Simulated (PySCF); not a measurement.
C2BFN2O2, SMILES B(N=C=O)(N=C=O)F. Heavy atoms are numbered as in [B:1]([F:2])([N:3]=[C:4]=[O:5])[N:6]=[C:7]=[O:8].

The structure is a stationary point at PBE0-D3(BJ)/def2-SVP. One conformer was computed; it need not be the lowest.

Level of theory: KT2/pcSseg-1 (PySCF).

GIAO shieldings, no solvent; atoms alike by connectivity are averaged. δ = σ(ref) − σ: ¹¹B against BF3 (σ = 89.8 ppm); ¹⁹F against CFCl3 (σ = 127.1 ppm); ¹⁵N against NH3 (σ = 266.2 ppm); ¹³C against TMS (σ = 185.1 ppm); ¹⁷O against H2O (σ = 330.4 ppm), references at their B3LYP-D3(BJ)/def2-TZVP geometries, non-relativistic.

Computed chemical shifts:
```csv
nucleus,atoms,count,δ (ppm)
¹¹B,B1,1,-8.4
¹⁹F,F2,1,-108.6
¹⁵N,N3,2,64.7
¹³C,C4,2,114.4
¹⁷O,O5,2,146.7
```
